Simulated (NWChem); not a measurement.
System: CH$_{4}$FNSi$_{2}$; SMILES F[Si@H]1C=N[SiH2]1

Input file for NWChem:

```
start job
memory heap 200 mb stack 900 mb global 1100 mb
geometry units angstroms noautosym nocenter noautoz
  F     -0.323573    -2.213748    -0.554910
  Si    -0.000082    -0.909715     0.368776
  C      1.445352     0.251852    -0.095325
  N      0.974169     1.449567    -0.113141
  Si    -0.822141     1.243966    -0.009937
  H      0.103606    -1.418483     1.771531
  H      2.528834     0.080124    -0.243442
  H     -1.473694     2.081418     1.040869
  H     -1.450707     1.537008    -1.330246
end
basis spherical
  F library 6-311g**
  Si library 6-311g**
  C library 6-311g**
  N library 6-311g**
  H library 6-311g**
end
dft
  xc b3lyp
  iterations 150
end
property
  shielding
end
task dft property
```

Structure relaxed at the PBE0/def2-SVP level. B3LYP is NWChem's, with the RPA form of VWN correlation.

GIAO values for the isolated, static molecule; σ is the absolute isotropic shielding, δ = σ(reference) − σ with the isolated reference molecule computed at the same levels (13C: tetramethylsilane, 19F: trichlorofluoromethane, 1H: tetramethylsilane, 15N: ammonia, 29Si: tetramethylsilane).

Atoms are numbered as in the input.

Q: What results follow from this input? (B3LYP/6-311G** (spherical d), GIAO.) Quantities: δ F1 (ppm); δ Si2 (ppm); δ C3 (ppm); δ N4 (ppm); δ H6 (ppm); δ H7 (ppm); δ H8 (ppm).

A: 
```json
{
 "δ F1 (ppm)": "-172.4",
 "δ Si2 (ppm)": "10.2",
 "δ C3 (ppm)": "220.4",
 "δ N4 (ppm)": "530.7",
 "δ H6 (ppm)": "5.75",
 "δ H7 (ppm)": "10.28",
 "δ H8 (ppm)": "5.81"
}
```
